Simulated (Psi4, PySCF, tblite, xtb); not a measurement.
Dimer Cl2CrO2 ··· H2O (SMILES [O]=[Cr](=[O])([Cl])[Cl] and O) at R = 3.10 Å between the centres of mass, closest contact 2.44 Å (lowest of the rigid-body minima from ten starts at GFN2-xTB). Geometry in Å and degrees:

```
Cr
O 1 1.5509
O 1 1.5509 2 109.22
Cl 1 2.1208 2 109.32 3 -119.51
Cl 1 2.1209 2 109.26 3 119.55
O 3 2.6989 1 78.70 2 57.07
H 6 0.9627 3 108.06 1 -72.71
H 6 0.9627 7 105.25 2 102.97
```

Levels of theory: GFN2-xTB (tblite); PBE/def2-TZVP, counterpoise-corrected (Psi4); PBE-D3(BJ)/def2-TZVP, counterpoise-corrected (Psi4); wB97M-V/def2-TZVP, counterpoise-corrected (Psi4); GFN1-xTB (xtb); RKS-B3LYP/6-31G* = PySCF with restricted B3LYP/6-31G*, spherical d, no counterpoise correction; RHF/LANL2DZ = PySCF 2.14.0 with restricted Hartree-Fock/LANL2DZ, with its core potentials past Ne, no counterpoise correction; RHF/STO-3G = restricted Hartree-Fock/STO-3G, no counterpoise correction run with PySCF 2.14.0.

What interaction energy does each level give?


```tsv
method	E_int / kcal/mol
GFN2-xTB	-14.15
GFN1-xTB	-9.03
RHF/STO-3G	-5.87
RKS-B3LYP/6-31G*	-2.54
PBE-D3(BJ)/def2-TZVP	0.33
RHF/LANL2DZ	0.34
wB97M-V/def2-TZVP	0.41
PBE/def2-TZVP	1.97
```
